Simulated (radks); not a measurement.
Cs5+, 50 electrons, occupied as [Kr] 4d10 5s2 5p2. All-electron calculation, scalar-relativistic Kohn-Sham, LDA (Slater exchange, Perdew-Wang correlation), spin-polarised, spherical densities, finite nucleus; open shells are filled with parallel spins first (spin-orbit coupling, left out, can overturn this in heavy ions); Fermi nuclear charge, rms radius 4.8041 fm. Program: a radial shooting solver on a logarithmic mesh with Libxc functionals. Some entries of the table are withheld. Estimate them.

orbital,occ.,eigenvalue (eV),<r^2> (bohr^2)
1s up,1,-35818.17,0.0009266
1s down,1,-35818.03,0.0009266
2s up,1,-5669.455,0.01486
2s down,1,-5669.377,0.01486
2p up,3,-5095.025,0.01178
2p down,3,-5094.912,0.01178
3s up,1,-1224.715,0.1025
3s down,1,-1224.592,0.1025
3p up,3,-1039.774,0.1025
3p down,3,-1039.640,0.1025
3d up,5,-767.4331,0.08847
3d down,5,-767.3067,0.08846
4s up,1,-277.7740,0.5439
4s down,1,-277.5100,0.5433
4p up,3,-218.4494,0.6200
4p down,3,-218.1553,0.6186
4d up,5,(1),0.8017
4d down,5,(2),0.7956
5s up,1,-79.7269,2.872
5s down,1,-77.8386,2.862
5p up,2,-63.9714,3.592
5p down,0,-62.0115,3.613

Answer. 
(1) 4d up eigenvalue (eV): -131.9292
(2) 4d down eigenvalue (eV): -131.5070
